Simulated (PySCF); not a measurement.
Cartesian coordinates (Å):
```xyz
10

W      0.1022     0.2189     0.2610
F     -1.0100    -1.3133     0.0427
F      0.8199    -0.5752     1.8182
F     -0.6671     0.9432    -1.3061
O     -1.3669     0.8575     1.2701
H     -2.2076     0.3931     1.4317
O      1.3052    -0.7842    -0.8018
H      1.1544    -1.6714    -1.1741
O      1.1776     1.7076     0.4719
H      1.7283     2.4928     0.5900
```
Charge 0, spin multiplicity 1.

Q: Predict the charge on the central atom (Mulliken), dipole moment, LUMO, total energy and HOMO from TPSSh-D3(BJ)/def2-TZVP // TPSS-D3(BJ)/def2-SVP in PySCF 2.14.0.

A: 
```
Quantity                                      Value
-------------------------------------  ------------
charge on the central atom (Mulliken)        1.62 e
dipole moment                                1.57 D
LUMO                                       -3.36 eV
total energy                           -16179.87 eV
HOMO                                       -8.83 eV
```
